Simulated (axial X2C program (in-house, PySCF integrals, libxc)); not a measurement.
# Ω levels of CrBr⁺ from open-shell CI on d4 s0 p(π)0

Computed with an axial X2C code built on PySCF integrals: two-component X2C with atomic mean-field Coulomb and Gaunt terms, basis Cr dyall-v2z, Br dyall-v2z (cores contracted in-house). Orbitals come from Hartree–Fock averaged over the configuration Cr d4 s0 p(π)0; CI then distributes these electrons over the d, s, p(π) shells of Cr.

R = 2.326 Å (near the minimum of the configuration average).

Lowest levels of this model:

```tsv
Ω	energy (cm⁻¹)	g∥	configuration
0	0	0.00	100% d4
1	4	4.00	100% d4
2	17	8.00	100% d4
1	1585	6.00	100% d4
0	1672	0.00	100% d4
0	1688	0.00	100% d4
1	1776	2.01	100% d4
2	1873	6.00	100% d4
3	1971	10.01	100% d4
0	4261	0.00	100% d4
0	4261	0.00	100% d4
1	4377	0.00	100% d4
2	4490	4.01	100% d4
3	4600	8.01	100% d4
4	4709	12.01	100% d4
3	19746	4.11	100% d4
4	19775	8.04	100% d4
5	19851	11.97	100% d4
4	20089	9.82	100% d4
3	20092	5.93	100% d4
2	20096	2.04	100% d4
4	20227	6.15	100% d4
5	20420	10.04	100% d4
6	20612	14.00	100% d4
0	21060	0.00	100% d4
0	21133	0.00	100% d4
0	21298	0.00	100% d4
```

g∥ is the magnitude of 2⟨Lz + ge Sz⟩ for the +Ω component.

This point took 0.74 s on 1 thread of AMD EPYC 7R43 64-Core Processor (Zen 3), with other jobs on the host.

Dynamic correlation is missing, so gaps between terms are too wide and other configurations may lie lower; the lowest level listed is that of this model, not necessarily the ground state. For d shells the ligand-field splittings (σ, π, δ) and their order can be off by a thousand cm⁻¹ or more. At most 4 roots were kept for each Ω > 0 (twice that for Ω = 0) within 3.2 eV of the lowest, so higher up levels can be missing between those listed; levels with Ω > 0 are doubly degenerate and listed once, Ω = 0 levels singly. States that fill the shells left empty in the average are placed too high.
